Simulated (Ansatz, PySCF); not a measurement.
Reaction (SMILES): N[Si](N)(Br)Br + 4 [H][H] (H2) → 2 Br (HBr) + 2 N (NH3) + [SiH4] (SiH4)
Each molecule is optimised on its own at B3LYP-D3(BJ)/def2-TZVP (Ansatz, a program for electronic structure), one conformer each, not searched for the lowest. Frequencies are from Ansatz or PySCF.

Wanted: energy of full hydrogenation (0 K, with B3LYP-D3(BJ) harmonic zero-point energies), in kJ/mol. Correlated levels leave the core frozen unless marked. No spin-orbit coupling. Frozen are the shells of the preceding noble gas and the d and f shells that filled before the atom's block. No relativistic terms. CBS(X,Y): correlation extrapolated as X^-3; Hartree-Fock from the larger set. [CCSD(T)-MP2]/basis is that difference in the basis named.

| level | program | energy of full hydrogenation (kJ/mol) |
|---|---|---|
| HF/6-31G* | Ansatz | 217.3 |
| r2SCAN/def2-TZVPD | Ansatz | 294.5 |
| PBE0/def2-SVP | Ansatz | 237.3 |
| LC-wPBE/def2-TZVPD | Ansatz | 259.4 |
| B2PLYP-D3(BJ)/def2-TZVPD | Ansatz + dftd3 | 289.0 |
| MP2/6-31G* | Ansatz | 348.5 |
| SCS-MP2/6-31G* | Ansatz | 322.4 |
| SCS-MP2/def2-TZVPPD | Ansatz | 273.4 |
| RI-MP2/CBS(def2-TZVPP,def2-QZVPP)+[CCSD(T)-MP2]/def2-SVP | Ansatz | 280.5 |
| RI-MP2/CBS(def2-TZVPPD,def2-QZVPPD)+[CCSD(T)-MP2]/def2-TZVPPD | Ansatz | 280.9 |
